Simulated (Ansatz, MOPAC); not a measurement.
Molecule: CHI$_{2}$, charge -1, multiplicity 1. SMILES: I[CH-]I

Atoms: I1, C2, I3, H4. Bonds: I1-C2, C2-I3, C2-H4.

Bond lengths (Å) and angles (degrees) optimised at PM6 with MOPAC; B3LYP/6-31G* with LANL2DZ past Ar with Ansatz (a quantum-chemistry and plane-wave program); MP2/6-31G* with LANL2DZ past Ar with Ansatz, each started from the B3LYP-D3(BJ)/def2-TZVP structure (Ansatz) of the last column. A row stands for all coordinates that are equal there. 6-31G* holds six Cartesian d functions. No wavenumbers were computed at MP2/6-31G* with LANL2DZ past Ar, so these may be saddle points.

```
coordinate    PM6  B3LYP/6-31G* with LANL2DZ past Ar  MP2/6-31G* with LANL2DZ past Ar  B3LYP-D3(BJ)/def2-TZVP
----------  -----  ---------------------------------  -------------------------------  ----------------------
I1-C2       2.247                              2.416                            2.351                   2.300
C2-H4       1.075                              1.120                            1.115                   1.106
I1-C2-I3    112.7                              108.8                            108.4                   108.0
I1-C2-H4    105.0                               92.5                             94.7                    95.0
```

Mean signed difference of all 3 bond lengths from B3LYP-D3(BJ)/def2-TZVP: PM6 -0.046 Å, B3LYP/6-31G* with LANL2DZ past Ar 0.082 Å, MP2/6-31G* with LANL2DZ past Ar 0.037 Å.
